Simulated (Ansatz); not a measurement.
`B1CCO1` → `CC1BO1`  (isomerisation)

Gas-phase electronic energies from Ansatz, PBE0-D4/def2-TZVP geometries. CCSD(T)/CBS is the MP2 limit (def2-TZVPP, def2-QZVPP) plus CCSD(T) − MP2 in def2-TZVPP, frozen cores. DFT in def2-TZVPP. B3LYP here is the variant with VWN-RPA as its local correlation; programs differ in this. HSE06 is defined as in plane-wave codes.

```tsv
level	ΔE (kJ/mol)	difference from CCSD(T)/CBS
LDA (SPW92)	59.1	2.6
BLYP-D4	44.0	-12.5
B3LYP-D4	51.0	-5.5
HSE06-D4	57.3	0.8
PBE-QIDH	60.8	4.3
r2SCAN	49.4	-7.1
PBE0	56.8	0.3
MP2/def2-SVP	54.1	-2.4
SCS-MP2/def2-TZVPP	55.7	-0.8
MP2/def2-QZVPP	54.5	-2.0
CCSD(T)/CBS	56.5	0
```

Largest T1 diagnostic among the species: 0.015.

From PBE to PBE0 (25 % exact exchange), in def2-TZVPP and without D4, ΔE moves by +8.0 kJ/mol. In def2-TZVPP, CCSD(T) changes the Hartree–Fock value by −7.1 kJ/mol (the triples alone add −2.2 kJ/mol) and MP2 by −9.4 kJ/mol.
